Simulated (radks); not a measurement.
Results of a calculation; reference values are marked as such.
Question: The bismuth ion Bi4+ is in [Xe] 4f14 5d10 6s1. Code: a radial shooting solver on a logarithmic mesh with Libxc functionals. Model: Dirac Kohn-Sham, relativistic LDA (MacDonald-Vosko exchange, VWN5 correlation), spin-unpolarised, spherical densities, finite nucleus; Fermi nuclear charge, rms radius of each element as measured or else 0.836 A^(1/3) + 0.57 fm. Sub-shells are occupied by j as written (lower j first in brackets). One electron is removed from 5d3/2, 5p3/2, 5d5/2, 6s1/2 in turn, with full relaxation. Which removal costs least, and what does each cost?

Answer: 6s1/2 56.875 eV; 5d5/2 74.765 eV; 5d3/2 78.060 eV; 5p3/2 139.75 eV. The 6s1/2 electron leaves first.
